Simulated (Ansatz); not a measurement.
System: CH$_{5}$BS$_{2}$, charge 0, multiplicity 1. SMILES: SB(C)S
Structure (B3LYP-D3(BJ)/def2-TZVP (Ansatz, a quantum-chemistry and plane-wave program) minimum search):
```xyz
9

C     -1.8215    -0.1616    -0.5308
B     -0.3208    -0.0318    -0.0936
S      0.4834     1.5635     0.1837
S      0.6355    -1.5441     0.1401
H     -2.1488    -1.1948    -0.6545
H     -1.9895     0.3597    -1.4776
H     -2.4760     0.3123     0.2063
H     -0.5715     2.3475    -0.0990
H      1.8163    -1.0075     0.4964
```

Atomisation energy built up term by term with Ansatz (kcal/mol; UHF references for open shells; valence terms freeze the core; atomic spin-orbit terms are left out). CBS marks a two-point X^-3 extrapolation of the correlation energy; Hartree-Fock from the larger set.

```tsv
term	basis	kcal/mol
Hartree-Fock	aug-cc-pV(Q+d)Z	576.11
CCSD correlation	CBS(aug-cc-pV(T+d)Z,aug-cc-pV(Q+d)Z)	177.88
(T)	CBS(aug-cc-pV(T+d)Z,aug-cc-pV(Q+d)Z)	13.00
core correlation	cc-pwCVTZ	3.26
scalar relativity (X2C)	cc-pVTZ-DK against cc-pVTZ	-1.02
sum: De		769.2
```

(T) makes 1.7 % of the CCSD(T) atomisation energy; under 5 % is typical of single-reference molecules.
